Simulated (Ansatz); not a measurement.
Consider the formal exchange of groups at a B–S bond: `BS[CH2][GeH3]` + `C[SiH](N)O` → `B[Si](C)(N)O` + `S[CH2][GeH3]`.

Calculated with Ansatz (gas phase, PBE0-D4/def2-TZVP geometries, no zero-point term in ΔE). CBS: MP2 limit from def2 TZ/QZ plus the TZ coupled-cluster correction, frozen cores. Functionals use def2-TZVPP. B3LYP here is the variant with VWN-RPA as its local correlation; programs differ in this. For Ge outer-core shells are correlated without core-valence functions, which leaves a few kJ/mol of doubt a bond. Scalar relativity is left out up to krypton. One conformer a species, not always the lowest.

Problem. Is it downhill or uphill in electronic energy at CCSD(T)/CBS, and by how much? (Best estimate.)

Solution. The calculation gave: Uphill: ΔE = +139.2 kJ/mol.

Problem. What do these levels give: PBE-D4, B3LYP-D4, r2SCAN, PBE0, MP2/def2-TZVPP, MP2/def2-QZVPP? (Best estimate.)

Solution. The calculation gave: PBE-D4 140.0, B3LYP-D4 138.6, r2SCAN 144.8, PBE0 139.1, MP2/def2-TZVPP 147.7, MP2/def2-QZVPP 147.4 kJ/mol.

Largest T1 diagnostic among the species: 0.013.

In def2-TZVPP, CCSD(T) changes the Hartree–Fock value by +9.8 kJ/mol (the triples alone add +3.8 kJ/mol) and MP2 by +18.0 kJ/mol.
